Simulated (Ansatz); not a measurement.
Isolated molecules relaxed with PBE0-D4/def2-TZVP in Ansatz; ΔE leaves out vibrations. CCSD(T)/CBS is the MP2 limit (def2-TZVPP, def2-QZVPP) plus CCSD(T) − MP2 in def2-TZVPP, frozen cores. Functionals use def2-TZVPP. B3LYP here is the variant with VWN-RPA as its local correlation; programs differ in this. One conformer a species, not always the lowest.

Consider the isomerisation: `C[C@]1(F)O[Si@H]1O` → `O=C[SiH](O)CF`.

CCSD(T)/CBS gives +19.9 kcal/mol.

Question: Another level gave +22.6 kcal/mol. Which?
A. ωB97X-V/def2-TZVPP
B. B2PLYP/def2-TZVPP
C. B3LYP/def2-TZVPP
D. r2SCAN/def2-TZVPP

Answer: D. r2SCAN 22.6, B3LYP 16.8, ωB97X-V 20.1, B2PLYP 18.4 kcal/mol.

Largest T1 diagnostic among the species: 0.014.

From PBE to PBE0 (25 % exact exchange), in def2-TZVPP and without D4, ΔE moves by +1.0 kcal/mol. In def2-TZVPP, CCSD(T) changes the Hartree–Fock value by +6.4 kcal/mol (the triples alone add +0.6 kcal/mol) and MP2 by +9.6 kcal/mol.
